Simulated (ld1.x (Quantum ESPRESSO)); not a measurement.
## Scattering properties, ultrasoft potential for indium (In)

| Item | Value |
| --- | --- |
| Element | indium |
| Generator | ld1.x (Quantum ESPRESSO) 7.5 |
| Type | ultrasoft |
| Functional | BLYP |
| Relativity | scalar-relativistic |
| Frozen core | [Ar] 3d10 |
| Valence charge | 21 |
| Reference configuration | 4s2 4p6 4d10 5s2 5p0.5 (charge +0.5) |
| Partial waves | 4s (bound): rcut 1.10, rcutus 1.15 bohr; 5s (bound): rcut 1.10, rcutus 1.15 bohr; 4p (bound): rcut 1.20, rcutus 1.40 bohr; 5p (bound): rcut 1.20, rcutus 1.40 bohr; 4d (bound): rcut 1.15, rcutus 1.45 bohr; 4d channel at 0.25 Ry: rcut 1.15, rcutus 1.45 bohr |
| Local potential | all-electron potential smoothed inside 1.20 bohr (lloc = -1) |
| Core correction | none |
| Augmentation charge | built from norm-conserving waves at rcut, not smoothed further |

The phase is arctan(r·u′/u) with u = r·R(r), unwrapped; energies in Ry, scanned from -11 to 5 Ry. A pole is an energy at which the radial function vanishes at the test radius. The pseudo phase is shifted by a multiple of π to meet the all-electron one at the reference energy, and phase errors are pseudo minus all-electron; the curves can meet again beyond the range given. Levels narrower than the energy grid can be missing from the lists of poles.

**Question.** For each channel, where are the poles, and over which energies does the pseudopotential scatter like the atom?

**Answer.**

```
channel  radius (bohr)  reference energy (Ry)  poles, all-electron  poles, pseudo  unbroken range about the reference energy with phases within 0.05 rad  phase error 1 Ry above the reference energy (rad)
      s           1.59                  -0.84                -8.56   -8.72, -3.61                                       not even at the reference energy                                             +0.341
      p           1.59                  -0.39                -5.19   -5.37, -2.33                                       not even at the reference energy                                             +0.167
      d           1.59                  -1.61                 0.08          -0.08                                       not even at the reference energy                                             -0.032
```

A Bessel basis up to 400 Ry misses an occupied level by 1.81 Ry, so cutoffs and ghosts were not judged. The potential misses its own reference levels by up to 2.2 eV, so it is not fit for use.

Phases in the s channel:

```json
{"E (Ry)": "-11.00", "all-electron": "1.256", "pseudo": "4.383"}
{"E (Ry)": "-10.76", "all-electron": "1.232", "pseudo": "4.353"}
{"E (Ry)": "-10.52", "all-electron": "1.198", "pseudo": "4.309"}
{"E (Ry)": "-10.28", "all-electron": "1.148", "pseudo": "4.238"}
{"E (Ry)": "-10.04", "all-electron": "1.063", "pseudo": "4.102"}
{"E (Ry)": "-9.80", "all-electron": "0.887", "pseudo": "3.759"}
{"E (Ry)": "-9.56", "all-electron": "0.395", "pseudo": "2.776"}
{"E (Ry)": "-9.32", "all-electron": "-0.713", "pseudo": "1.981"}
{"E (Ry)": "-9.08", "all-electron": "-1.274", "pseudo": "1.719"}
{"E (Ry)": "-8.84", "all-electron": "-1.468", "pseudo": "1.606"}
{"E (Ry)": "-8.60", "all-electron": "-1.560", "pseudo": "1.543"}
{"E (Ry)": "-8.36", "all-electron": "-1.614", "pseudo": "1.502"}
{"E (Ry)": "-8.12", "all-electron": "-1.650", "pseudo": "1.473"}
{"E (Ry)": "-7.88", "all-electron": "-1.676", "pseudo": "1.450"}
{"E (Ry)": "-7.64", "all-electron": "-1.696", "pseudo": "1.432"}
{"E (Ry)": "-7.40", "all-electron": "-1.713", "pseudo": "1.416"}
{"E (Ry)": "-7.16", "all-electron": "-1.727", "pseudo": "1.402"}
{"E (Ry)": "-6.92", "all-electron": "-1.740", "pseudo": "1.389"}
{"E (Ry)": "-6.68", "all-electron": "-1.751", "pseudo": "1.377"}
{"E (Ry)": "-6.44", "all-electron": "-1.761", "pseudo": "1.365"}
{"E (Ry)": "-6.20", "all-electron": "-1.771", "pseudo": "1.352"}
{"E (Ry)": "-5.96", "all-electron": "-1.781", "pseudo": "1.339"}
{"E (Ry)": "-5.72", "all-electron": "-1.790", "pseudo": "1.325"}
{"E (Ry)": "-5.48", "all-electron": "-1.799", "pseudo": "1.308"}
{"E (Ry)": "-5.24", "all-electron": "-1.808", "pseudo": "1.288"}
{"E (Ry)": "-5.00", "all-electron": "-1.818", "pseudo": "1.261"}
{"E (Ry)": "-4.76", "all-electron": "-1.827", "pseudo": "1.222"}
{"E (Ry)": "-4.52", "all-electron": "-1.837", "pseudo": "1.153"}
{"E (Ry)": "-4.28", "all-electron": "-1.847", "pseudo": "0.981"}
{"E (Ry)": "-4.04", "all-electron": "-1.858", "pseudo": "0.031"}
{"E (Ry)": "-3.80", "all-electron": "-1.869", "pseudo": "-1.368"}
{"E (Ry)": "-3.56", "all-electron": "-1.881", "pseudo": "-1.600"}
{"E (Ry)": "-3.32", "all-electron": "-1.893", "pseudo": "-1.683"}
{"E (Ry)": "-3.08", "all-electron": "-1.907", "pseudo": "-1.728"}
{"E (Ry)": "-2.84", "all-electron": "-1.921", "pseudo": "-1.758"}
{"E (Ry)": "-2.60", "all-electron": "-1.937", "pseudo": "-1.781"}
{"E (Ry)": "-2.36", "all-electron": "-1.954", "pseudo": "-1.801"}
{"E (Ry)": "-2.12", "all-electron": "-1.972", "pseudo": "-1.818"}
{"E (Ry)": "-1.88", "all-electron": "-1.993", "pseudo": "-1.835"}
{"E (Ry)": "-1.64", "all-electron": "-2.016", "pseudo": "-1.850"}
{"E (Ry)": "-1.40", "all-electron": "-2.041", "pseudo": "-1.866"}
{"E (Ry)": "-1.16", "all-electron": "-2.070", "pseudo": "-1.882"}
{"E (Ry)": "-0.92", "all-electron": "-2.103", "pseudo": "-1.898"}
{"E (Ry)": "-0.68", "all-electron": "-2.140", "pseudo": "-1.915"}
{"E (Ry)": "-0.44", "all-electron": "-2.183", "pseudo": "-1.933"}
{"E (Ry)": "-0.20", "all-electron": "-2.233", "pseudo": "-1.952"}
{"E (Ry)": "0.04", "all-electron": "-2.291", "pseudo": "-1.973"}
{"E (Ry)": "0.28", "all-electron": "-2.360", "pseudo": "-1.995"}
{"E (Ry)": "0.52", "all-electron": "-2.442", "pseudo": "-2.019"}
{"E (Ry)": "0.76", "all-electron": "-2.539", "pseudo": "-2.046"}
{"E (Ry)": "1.00", "all-electron": "-2.654", "pseudo": "-2.076"}
{"E (Ry)": "1.24", "all-electron": "-2.789", "pseudo": "-2.110"}
{"E (Ry)": "1.48", "all-electron": "-2.944", "pseudo": "-2.148"}
{"E (Ry)": "1.72", "all-electron": "-3.114", "pseudo": "-2.191"}
{"E (Ry)": "1.96", "all-electron": "-3.290", "pseudo": "-2.240"}
{"E (Ry)": "2.20", "all-electron": "-3.464", "pseudo": "-2.296"}
{"E (Ry)": "2.44", "all-electron": "-3.625", "pseudo": "-2.361"}
{"E (Ry)": "2.68", "all-electron": "-3.767", "pseudo": "-2.437"}
{"E (Ry)": "2.92", "all-electron": "-3.890", "pseudo": "-2.526"}
{"E (Ry)": "3.16", "all-electron": "-3.993", "pseudo": "-2.628"}
{"E (Ry)": "3.40", "all-electron": "-4.080", "pseudo": "-2.746"}
{"E (Ry)": "3.64", "all-electron": "-4.153", "pseudo": "-2.880"}
{"E (Ry)": "3.88", "all-electron": "-4.215", "pseudo": "-3.026"}
{"E (Ry)": "4.12", "all-electron": "-4.268", "pseudo": "-3.180"}
{"E (Ry)": "4.36", "all-electron": "-4.313", "pseudo": "-3.336"}
{"E (Ry)": "4.60", "all-electron": "-4.352", "pseudo": "-3.486"}
{"E (Ry)": "4.84", "all-electron": "-4.386", "pseudo": "-3.624"}
```
